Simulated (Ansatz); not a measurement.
Wavefunction ladder for C2H8BNSi, SMILES `C=C[SiH2]BN`

| atom | x (Å) | y (Å) | z (Å) |
| --- | --- | --- | --- |
| C1 | 0.305 | 0.553 | -2.617 |
| C2 | 0.532 | -0.169 | -1.523 |
| Si3 | 0.541 | 0.536 | 0.207 |
| B4 | -0.943 | -0.228 | 1.344 |
| N5 | -0.654 | -0.932 | 2.504 |
| H6 | 0.284 | 0.110 | -3.609 |
| H7 | 0.131 | 1.624 | -2.568 |
| H8 | 0.699 | -1.239 | -1.646 |
| H9 | 0.415 | 2.018 | 0.083 |
| H10 | 1.868 | 0.248 | 0.841 |
| H11 | -2.099 | -0.102 | 1.049 |
| H12 | 0.283 | -1.089 | 2.836 |
| H13 | -1.362 | -1.330 | 3.100 |

The species carries charge 0 and has multiplicity 1. The structure was optimised at the PBE0-D4/def2-TZVP level. It is one conformer, not always the lowest. Frozen core, restricted reference, Ansatz. CBS rows extrapolate triple and quadruple zeta; past MP2 they add the triple-zeta difference.

```csv
basis,HF (Eh),MP2 corr.,CCSD corr.,(T),CCSD(T) total
def2-TZVPP,-448.54488,-0.76293,?,-0.03446,?
def2-QZVPP,-448.56125,?,–,–,–
CBS(def2),?,-0.85202,?,as TZ,?
```

Fill in the withheld values. (Estimate.)

Ansatz gave: def2-TZVPP CCSD corr.: -0.81869; def2-TZVPP CCSD(T) total: -449.39803; def2-QZVPP MP2 corr.: -0.81411; CBS(def2) HF (Eh): -448.56350; CBS(def2) CCSD corr.: -0.90777; CBS(def2) CCSD(T) total: -449.50573.
